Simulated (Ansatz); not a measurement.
Isolated molecules relaxed with PBE0-D4/def2-TZVP in Ansatz; ΔE leaves out vibrations. CBS: MP2 limit from def2 TZ/QZ plus the TZ coupled-cluster correction, frozen cores. DFT in def2-TZVPP. B3LYP here is the variant with VWN-RPA as its local correlation; programs differ in this. One conformer a species, not always the lowest.

`F[SiH](F)S[SiH2]Cl` + `C[SiH2][SiH](Cl)Cl` → `C[SiH2][SiH](F)F` + `Cl[SiH2]S[SiH](Cl)Cl`  (redistribution)

```json
{"level": "PBE-D4", "ΔE (kJ/mol)": "14.9", "difference from CCSD(T)/CBS": "-2.1"}
{"level": "r2SCAN-D4", "ΔE (kJ/mol)": "19.6", "difference from CCSD(T)/CBS": "2.6"}
{"level": "PBE0-D4", "ΔE (kJ/mol)": "16.6", "difference from CCSD(T)/CBS": "-0.4"}
{"level": "B3LYP-D4", "ΔE (kJ/mol)": "14.7", "difference from CCSD(T)/CBS": "-2.3"}
{"level": "ωB97X-V", "ΔE (kJ/mol)": "17.2", "difference from CCSD(T)/CBS": "0.2"}
{"level": "PBE", "ΔE (kJ/mol)": "16.7", "difference from CCSD(T)/CBS": "-0.3"}
{"level": "r2SCAN", "ΔE (kJ/mol)": "20.0", "difference from CCSD(T)/CBS": "3.0"}
{"level": "B3LYP", "ΔE (kJ/mol)": "17.7", "difference from CCSD(T)/CBS": "0.7"}
{"level": "HF/def2-TZVPP", "ΔE (kJ/mol)": "22.2", "difference from CCSD(T)/CBS": "5.2"}
{"level": "SCS-MP2/def2-TZVPP", "ΔE (kJ/mol)": "16.9", "difference from CCSD(T)/CBS": "-0.1"}
{"level": "CCSD/def2-TZVPP", "ΔE (kJ/mol)": "19.1", "difference from CCSD(T)/CBS": "2.1"}
{"level": "CCSD(T)/def2-TZVPP", "ΔE (kJ/mol)": "18.3", "difference from CCSD(T)/CBS": "1.3"}
{"level": "MP2/def2-QZVPP", "ΔE (kJ/mol)": "15.9", "difference from CCSD(T)/CBS": "-1.1"}
{"level": "SCS-MP2/def2-QZVPP", "ΔE (kJ/mol)": "16.4", "difference from CCSD(T)/CBS": "-0.6"}
{"level": "HF/CBS(def2)", "ΔE (kJ/mol)": "22.4", "difference from CCSD(T)/CBS": "5.4"}
{"level": "MP2/CBS(def2)", "ΔE (kJ/mol)": "15.3", "difference from CCSD(T)/CBS": "-1.7"}
{"level": "CCSD(T)/CBS", "ΔE (kJ/mol)": "17.0", "difference from CCSD(T)/CBS": "0"}
```

Largest T1 diagnostic among the species: 0.012.

In def2-TZVPP, CCSD(T) changes the Hartree–Fock value by −3.8 kJ/mol (the triples alone add −0.8 kJ/mol) and MP2 by −5.6 kJ/mol.

CCSD(T)/CBS has its own doubt, a few kJ/mol and more with outer-core shells, so smaller differences from it don't rank the levels.
